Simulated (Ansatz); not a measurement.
The first iterations of a band of CH₅AlBNO₂ (11 atoms, charge 0, multiplicity 1).

All numbers below come from RHF/def2-SVP (Ansatz 0.2.0).

```json
{
  "movable images": "5",
  "climbing image": "yes",
  "spring": "5.0 eV/Å²",
  "optimiser": "quadratic models (default)",
  "start path": "through a guess of the saddle point",
  "force threshold": "0.03 eV/Å",
  "iteration limit": "60",
  "end points": "relaxed"
}
```

Image 0:

```xyz
11
Properties=species:S:1:pos:R:3
N -0.013 -2.514 -0.945
C 0.228 -1.644 0.147
O 1.425 -0.804 0.054
Al 0.103 0.260 0.216
B -0.448 2.344 0.248
O -0.640 2.923 1.444
H -0.103 -2.035 -1.821
H 0.728 -3.188 -1.041
H 0.269 -2.233 1.063
H -0.599 2.999 -0.756
H -0.883 3.836 1.412
```

Image 6:

```xyz
11
Properties=species:S:1:pos:R:3
N 0.240 -2.215 -1.186
C 0.291 -1.613 0.119
O 1.470 -0.798 0.278
Al 0.146 0.281 0.226
B -0.383 2.368 0.243
O -0.764 2.908 1.411
H -0.682 -2.558 -1.386
H 0.878 -2.992 -1.259
H 0.218 -2.322 0.948
H -0.360 3.057 -0.748
H -0.988 3.827 1.373
```

| iteration | highest image above the first end (eV) | largest band force component (eV/Å) |
| --- | --- | --- |
| 1 | 6.789 | 33.201 |
| 2 | 1.461 | 2.294 |
| 3 | 1.332 | 2.611 |
| 4 | 0.978 | 2.455 |
| 5 | 0.891 | 0.789 |
| 6 | 0.785 | 0.843 |
| 7 | 0.584 | 0.667 |
| 8 | 0.415 | 0.575 |
| 9 | 0.288 | 0.594 |
| 10 | 0.203 | 0.327 |

Question: Does the band converge within its limit, and where does its top end?

Answer: The run converged. It ended after 31 iterations with the highest image 0.181 eV above the first end. A vibrational analysis at the climbing image gives one clearly imaginary mode, 576i cm⁻¹: a first-order saddle point.

Time of the run: 3.2 min on 2 threads of Arm Neoverse V2, with other jobs on the host, peak memory 0.23 GiB.
